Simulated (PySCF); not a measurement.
[Lu(BH4)4]− at several levels of theory

Computed with PySCF 2.14.0 (density fitting, no spin-orbit coupling) at the geometry relaxed with PBE0:

```xyz
21
[Lu(BH4)4]− (singlet in the valence; each metal's 4f electrons, 14 of them, lie in its core potential, out of spins and levels; a saddle point, relaxed within its symmetry)
Lu    0.0000    0.0000    0.0537
B     1.4643    1.4643    1.3924
H     2.1896    2.1896    2.0432
H     0.7529    0.7529    2.1202
H     2.1132    0.6997    0.6591
H     0.6997    2.1132    0.6591
B    -1.4643   -1.4643    1.3924
H    -2.1896   -2.1896    2.0432
H    -0.7529   -0.7529    2.1202
H    -2.1132   -0.6997    0.6591
H    -0.6997   -2.1132    0.6591
B     1.3928   -1.3928   -1.4046
H     2.0863   -2.0863   -2.1195
H     1.6081   -1.6081   -0.1928
H     0.1781   -1.5948   -1.5920
H     1.5948   -0.1781   -1.5920
B    -1.3928    1.3928   -1.4046
H    -2.0863    2.0863   -2.1195
H    -1.6081    1.6081   -0.1928
H    -0.1781    1.5948   -1.5920
H    -1.5948    0.1781   -1.5920
```

| level | basis | state | HOMO (eV) | gap (eV) | charge on Lu1 (e) | population of f-type functions on Lu1 (polarisation alone where 4f lies in the core) | dipole about the centre of mass (D) | largest force component (eV/Å) |
| --- | --- | --- | --- | --- | --- | --- | --- | --- |
| PBE0 | Lu lcecp-1-SVP with ECP60, B def2-SVP, H def2-SVP | singlet | -4.90 | 8.67 | 0.13 | 0.06 | 0.16 | 0.01 |
| B3LYP | the same | singlet | -4.67 | 8.26 | -0.19 | 0.05 | 0.16 | 0.11 |
| PBE0 | Lu lcecp-1-TZVP with ECP60, B def2-TZVP, H def2-TZVP | singlet | -4.95 | 8.37 | 0.85 | 0.06 | 0.18 | 0.17 |

In the lcecp rows the 4f levels are missing from HOMO and gap, and the state counts the valence alone.

Charges are Mulliken's, which hang on the basis. The relaxation used the grid (50, 194), these runs (75, 302) or, all-electron (x2c bases, spin-free X2C Hamiltonian), (99, 590).

**Question.** What does TPSS with Lu lcecp-1-SVP with ECP60, B def2-SVP, H def2-SVP give here?

**Answer.** state singlet, HOMO (eV) -3.83, gap (eV) 6.99, charge on Lu1 (e) 0.04, population of f-type functions on Lu1 (polarisation alone where 4f lies in the core) 0.05, dipole about the centre of mass (D) 0.16, largest force component (eV/Å) 0.11. Time: 29 s on 4 threads of Intel(R) Xeon(R) Platinum 8488C (Sapphire Rapids), with other jobs on the host, from an already converged density.

In the first row's basis the gap widens with exact exchange: 7.0 eV for TPSS (none); 8.3 to 8.7 eV for B3LYP, PBE0 (a fixed share).

An lcecp potential fixes the number of 4f electrons, so in runs with it no electron can move into or out of that shell.
